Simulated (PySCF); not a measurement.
A TDDFT job was run through a driver script with this input:

```
{"job": {"kind": "uv", "xc": "wB97X-D", "basis": "def2-SVPD", "nstates": 8, "ntriplets": 3}, "charge": 0, "multiplicity": 1}
C     -0.977024     1.320985    -1.312993
C     -0.162864     0.495000    -0.673370
O      1.003467     0.093624    -1.126315
Si     2.059887    -0.980053    -0.424699
O      2.525653    -0.555811     1.060385
O     -0.432809    -0.055775     0.589874
C     -1.699959    -0.058372     1.045565
F     -1.791963    -0.993334     2.004009
F     -2.024819     1.114152     1.643319
H     -0.691218     1.689283    -2.278183
H     -1.896385     1.677639    -0.893234
H      3.212049    -0.758502    -1.269228
H      1.429179    -2.296437    -0.436898
H      1.907086    -0.423517     1.776247
H     -2.464694    -0.260892     0.273608
```

The program printed:

```
coarse grid: 14032 points
cycle   1  E = -831.7977335146  dE =  1.701e+00  |g| = 1.206e+00  |ddm| = 6.101e+00
cycle   2  E = -831.7700229831  dE =  2.771e-02  |g| = 1.336e+00  |ddm| = 3.513e+00
cycle   3  E = -832.0724102150  dE = -3.024e-01  |g| = 8.960e-02  |ddm| = 1.778e+00
cycle   4  E = -832.0736604514  dE = -1.250e-03  |g| = 4.435e-02  |ddm| = 1.869e-01
cycle   5  E = -832.0740352121  dE = -3.748e-04  |g| = 1.147e-02  |ddm| = 7.059e-02
cycle   6  E = -832.0740602011  dE = -2.499e-05  |g| = 3.434e-03  |ddm| = 2.669e-02
cycle   7  E = -832.0740629490  dE = -2.748e-06  |g| = 8.994e-04  |ddm| = 7.433e-03
final grid: 134616 points
cycle   8  E = -832.1991393788  dE = -1.439e-04  |g| = 7.698e-03  |ddm| = 1.730e-01
cycle   9  E = -832.1991416073  dE = -2.229e-06  |g| = 7.973e-03  |ddm| = 2.768e-02
cycle  10  E = -832.1991516353  dE = -1.003e-05  |g| = 4.936e-04  |ddm| = 6.894e-03
cycle  11  E = -832.1991517366  dE = -1.013e-07  |g| = 3.031e-04  |ddm| = 2.510e-03
cycle  12  E = -832.1991517582  dE = -2.163e-08  |g| = 7.374e-05  |ddm| = 5.994e-04
cycle  13  E = -832.1991517598  dE = -1.590e-09  |g| = 3.657e-05  |ddm| = 1.888e-04
cycle  14  E = -832.1991517602  dE = -3.852e-10  |g| = 8.844e-06  |ddm| = 7.797e-05
converged SCF energy = -832.1991517602

Static polarisability (au): isotropic 74.562, principal 60.344 75.492 87.851

Singlet excitations
state   eV       nm        f      main configurations
  1   6.9425    178.6   0.19522   H->L 0.71, H->L+2 0.14
  2   7.0092    176.9   0.20579   H->L+1 0.83
  3   7.7536    159.9   0.03375   H->L+2 0.48, H->L+4 0.13, H->L+3 0.12
  4   7.9479    156.0   0.00626   H->L+4 0.64, H->L+2 0.13
  5   8.0635    153.8   0.06340   H->L+3 0.42, H->L+7 0.15, H->L+6 0.12
  6   8.1841    151.5   0.00267   H->L+5 0.59, H->L+8 0.10, H->L+4 0.09
  7   8.3586    148.3   0.00242   H-1->L 0.70
  8   8.6156    143.9   0.00364   H->L+6 0.45, H->L+8 0.16

Triplet excitations (Tamm-Dancoff, eV): 4.6223 6.9099 7.4809
```

Theory: TDDFT wB97X-D/def2-SVPD, vertical, gas phase, core orbitals frozen in the response in PySCF. Geometry: GFN2-xTB, one conformer, isolated molecule.

Question: What is the polarisability anisotropy, √(½[(α1 − α2)² + (α2 − α3)² + (α3 − α1)²])?

Answer: 23.86 au.

Question: How much of the mean polarisability do the listed states account for?

Answer: The sum over states Σ f/ΔE² (ΔE in hartree) gives 7.40 au, 10% of the total; the rest comes from higher roots of the same response equations.

Question: What is the total energy of state 6 at this geometry?

Answer: -832.19915 + 0.30076 = -831.89839 hartree.

Question: What share of the summed oscillator strength falls to the strongest level in this window?

Answer: State 2 at 177 nm: 0.2058 of 0.5131, or 40%.

Question: Which orbital energies lie behind H and L?

Answer: HOMO -9.10 eV and LUMO 1.75 eV, a gap of 10.85 eV; state 1 differs from that by -3.90 eV.

Question: Write the structure that the coordinates describe.

Answer: `C=C(O[SiH2]O)OC(F)F` (C3H6F2O3Si), point group C1.

The SCF starts on a coarse grid; the energy jumps when the final grid takes over, and dE counts afresh there. H and L stand for HOMO and LUMO.

On Arm Neoverse N1, one thread, on a shared host, this took 2.2 min of wall time and 1.1 GiB of memory at its peak.

The pairwise dispersion term of wB97X-D wasn't added to the energies; at a given geometry it leaves orbitals and properties as they are.
